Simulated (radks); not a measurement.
K3+, 16 electrons, occupied as [He] 2s2 2p5 3s2 3p5 (not the ground configuration). All-electron calculation, non-relativistic Kohn-Sham, PBE, spin-polarised, spherical densities, point nucleus; open shells are filled with parallel spins first. Program: a radial shooting solver on a logarithmic mesh with Libxc functionals. Some entries of the table are withheld. Estimate them.

orbital  occ.  eigenvalue (hartree)  <1/r> (bohr^-1)  <r^2> (bohr^2)
1s up       1             -132.1619            18.54        0.008926
1s down     1             -132.0579            18.55        0.008913
2s up       1             -15.50216            3.850          0.1726
2s down     1             -15.32577            3.836          0.1736
2p up       3             -13.04108            3.780          0.1433
2p down     2             -12.83485            3.766          0.1447
3s up       1              -2.83842            1.209           1.534
3s down     1              -2.77179            1.200           1.557
3p up       3              -2.19088              (1)           1.742
3p down     2              -2.12649              (2)           1.782

Answer. 
(1) 3p up <1/r> (bohr^-1): 1.113
(2) 3p down <1/r> (bohr^-1): 1.102
